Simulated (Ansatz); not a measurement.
Geometry optimisation, Ansatz 0.2.0, RKS PBE/def2-SVP.

Input:

```yaml
crystal:
  periodic: [false, false, false]
  atoms:
    - { symbol: F, position_ang: [-2.3946, 0.7403, 1.2749] }
    - { symbol: B, position_ang: [-1.6189, 0.182, 0.242] }
    - { symbol: C, position_ang: [-0.0577, 0.2959, 0.3216] }
    - { symbol: Si, position_ang: [0.7549, -1.4277, 0.4605] }
    - { symbol: C, position_ang: [0.5682, 1.0151, -0.8959] }
    - { symbol: Cl, position_ang: [0.0939, 2.7608, -0.8972] }
    - { symbol: H, position_ang: [-2.0945, -0.3664, -0.6667] }
    - { symbol: H, position_ang: [0.2856, 0.8594, 1.2558] }
    - { symbol: H, position_ang: [0.3427, -2.1844, -0.7036] }
    - { symbol: H, position_ang: [2.1455, -1.3607, 0.6189] }
    - { symbol: H, position_ang: [0.1116, -2.112, 1.6667] }
    - { symbol: H, position_ang: [0.2567, 0.5523, -1.8102] }
    - { symbol: H, position_ang: [1.627, 1.0107, -0.8519] }
basis:
  gaussian: { orbitals: def2-SVP }
hamiltonian:
  xc: pbe
relax:
  f_tol: 0.02
  max_steps: 50
```

Launched with:

```bash
$ ansatz run input.yaml --threads 2 --pin off --max-ram 3072MiB --backend cpu --events-out ev --progress --plain --runs-dir out
```

Q: Where does it end, and by what steps?

A: The forces met the threshold. After 9 steps the energy has fallen by 0.502 eV; F1 moved furthest, 0.52 Å.

```
step  energy less start (eV)  largest force component (eV/Å)  accepted
   0                  0.0000                           2.724       yes
   1                 -0.3691                           2.065       yes
   2                 -0.3867                           1.310       yes
   3                 -0.4496                           1.223       yes
   4                 -0.4877                           0.524       yes
   5                 -0.4967                           0.306       yes
   6                 -0.5011                           0.104       yes
   7                 -0.5017                           0.040       yes
   8                 -0.5020                           0.028       yes
   9                 -0.5023                           0.010       yes
```

```xyz
13
Properties=species:S:1:pos:R:3
F -2.303 0.234 1.370
B -1.578 0.240 0.247
C -0.016 0.341 0.320
Si 0.668 -1.443 0.527
C 0.592 1.025 -0.898
Cl -0.022 2.731 -1.061
H -2.185 0.099 -0.803
H 0.289 0.859 1.257
H 0.295 -2.293 -0.657
H 2.169 -1.388 0.629
H 0.101 -2.054 1.777
H 0.315 0.511 -1.840
H 1.695 1.103 -0.851
```

Whether the end is a true minimum wasn't checked by a vibrational analysis.

The run took 25 s on 2 threads of Intel(R) Xeon(R) Platinum 8488C (Sapphire Rapids), with other jobs on the host, peak memory 0.21 GiB.
